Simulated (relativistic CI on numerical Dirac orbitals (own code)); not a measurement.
## Ni2+: resonant inelastic scattering at the L2,3 edge

Computed with this model: Dirac-Coulomb-Breit CI, KLI orbitals optimised for each configuration, model QED (radiative potential, 1s self-energy scaled to tabulated hydrogen-like ionisation energies), valence Slater integrals scaled by 0.8, Kramers-Heisenberg scattering through one core-hole configuration in a parametric crystal field; configurations [Ar] 3d8 → [He] 2s2 2p5 3s2 3p6 3d9; 300 K; core-hole width 0.4 eV; summed over polarisations. Incident energies are the highest absorption maxima for each field (at most a few, so the weaker spin-orbit partner edge can be absent), on the computed scale of the free ion. Intensities are in per cent of the strongest line above 0.02 eV; levels within 1 cm⁻¹ are merged; final levels count from the ground level, the first row holds all elastic scattering, lines under 0.4 are left out and each table stops after 24 rows. The scale of the Slater integrals is a model choice and moves the terms in proportion.

Field parameters in Wybourne normalisation: D3d B²₀ = −7Dσ, B⁴₀ = −14Dq − 21Dτ, B⁴₃ = −14√(10/7) Dq. The field is a parameter set, without covalency.

S is read from ⟨S²⟩ = S(S + 1).

D3d, 10Dq = 8050, Dσ = -1200, Dτ = -370 cm⁻¹:

| Final level (eV) | Degeneracy | Irrep | S | 854.7 eV | 856.9 eV | 873.2 eV |
| --- | --- | --- | --- | --- | --- | --- |
| 0.000 | 1 | A1 | 1.00 | 323.7 | 40.1 | 52.6 |
| 0.004 | 2 | E | 1.00 | 62.5 | 5.5 | 8.9 |
| 0.608 | 2 | E | 1.00 | 59.1 | 18.1 | 15.7 |
| 0.622 | 1 | A2 | 1.00 | 17.2 | 7.7 | 12.2 |
| 0.628 | 2 | E | 1.00 | 52.9 | 22.3 | 34.5 |
| 0.639 | 1 | A1 | 1.00 | 71.2 | 10.3 | 7.7 |
| 1.088 | 2 | E | 1.00 | 100.0 | 16.8 | 20.9 |
| 1.092 | 1 | A2 | 1.00 | 20.4 | 8.3 | 9.8 |
| 1.282 | 1 | A1 | 1.00 | 13.9 | 14.0 | 9.8 |
| 1.318 | 1 | A2 | 1.00 | 12.9 | 3.2 | 8.0 |
| 1.331 | 2 | E | 0.99 | 28.3 | 9.7 | 7.1 |
| 1.381 | 2 | E | 1.00 | 31.9 | 9.0 | 9.4 |
| 1.690 | 2 | E | 0.93 | 17.1 | 18.2 | 7.2 |
| 1.711 | 1 | A1 | 1.00 | 7.8 | 12.3 | 5.3 |
| 1.938 | 2 | E | 0.20 | 13.7 | 48.6 | 56.5 |
| 2.419 | 2 | E | 0.11 | 7.9 | 26.3 | 27.7 |
| 2.652 | 1 | A1 | 0.13 | 7.6 | 9.3 | 19.8 |
| 2.835 | 2 | E | 0.97 | 33.7 | 9.2 | 20.8 |
| 2.866 | 2 | E | 0.98 | 21.6 | 14.2 | 16.5 |
| 2.876 | 1 | A1 | 0.84 | 4.2 | 33.2 | 11.2 |
| 2.898 | 1 | A2 | 1.00 | 1.9 | 5.2 | 8.4 |
| 3.025 | 1 | A1 | 0.27 | 2.2 | 29.4 | 56.6 |
| 3.324 | 2 | E | 0.06 | 1.9 | 53.6 | 76.6 |
| 3.557 | 1 | A1 | 0.98 | 5.5 | 8.8 | 3.0 |

D3d, 10Dq = 8050, Dσ = -860, Dτ = -370 cm⁻¹:

```csv
Final level (eV),Degeneracy,Irrep,S,854.7 eV,857 eV,873.2 eV
0.000,1,A1,1.00,313.7,37.4,47.5
0.003,2,E,1.00,54.3,4.2,8.5
0.640,2,E,1.00,46.4,17.9,12.8
0.649,1,A2,1.00,17.7,7.5,9.8
0.659,2,E,1.00,49.0,20.9,33.6
0.666,1,A1,1.00,70.0,5.4,7.9
1.040,2,E,1.00,100.0,15.8,19.4
1.045,1,A2,1.00,20.0,7.6,10.6
1.275,1,A1,1.00,12.3,14.6,9.0
1.309,1,A2,1.00,12.5,2.5,5.9
1.322,2,E,0.99,24.4,7.1,6.5
1.369,2,E,1.00,25.8,3.6,6.9
1.696,2,E,0.94,15.9,14.3,7.0
1.717,1,A1,1.00,7.3,7.0,5.2
1.941,2,E,0.20,11.8,50.0,50.6
2.461,2,E,0.12,7.1,20.1,19.8
2.656,1,A1,0.14,6.6,6.7,11.7
2.873,2,E,0.97,27.1,7.7,21.0
2.903,2,E,0.98,17.5,7.9,15.3
2.916,1,A1,0.83,3.5,33.7,9.5
2.935,1,A2,1.00,1.7,2.5,7.5
3.040,1,A1,0.28,1.2,26.2,55.9
3.326,2,E,0.25,2.7,52.8,63.9
3.405,1,A1,0.98,5.1,5.9,2.7
```

For the first field the strongest loss at the lowest incident energy is the level at 1.09 eV (S = 1.00, against 1.00 in the thermal ground state). Levels of other spin, the first over 8 % at 1.94 eV, appear because spin-orbit coupling of the core hole, and in heavier ions of the valence shell too, mixes spins.
